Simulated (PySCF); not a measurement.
**Dipole response of Tl+ (thallium, charge +1)**

[Xe] 4f14 5d10 6s2, closed-shell 1S. Computed with PySCF 2.14 in aug-cc-pwCVTZ-DK3 with one added diffuse shell each of s, d, f type (12s10p9d6f1g, 138 functions), with scalar relativity by spin-free X2C-1e. Coupled (time-dependent) response in atomic units; α is the mean over directions.

```json
{"method": "UHF", "mean α (bohr³)": "24.06", "C₆ (like pair)": "194.1", "S(−4)": "195.1"}
```

S(−4) is the Cauchy moment in α(ω) = α(0) + S(−4) ω² + …

α(iu) at UHF:

```
u (hartree)  α(iu) (bohr³)
          0          24.06
     0.0500          23.59
      0.100          22.30
      0.200          18.56
      0.300          14.96
      0.500          10.15
      0.750          7.035
       1.00          5.320
       1.50          3.471
       2.00          2.476
       3.00          1.446
       5.00         0.6611
```

A single London oscillator, α(iu) = α/(1 + u²/ω²), gives C₆ = (3/4) ω α². Matching the computed C₆ needs ω = 4 × 194.1 / (3 × 24.06²) = 0.447 hartree.

For an ion, C₆ is the dispersion term alone; charge-induced terms of lower order in 1/R come first.

Spin-orbit coupling, which splits the p, d and f shells strongly at this Z, is absent.
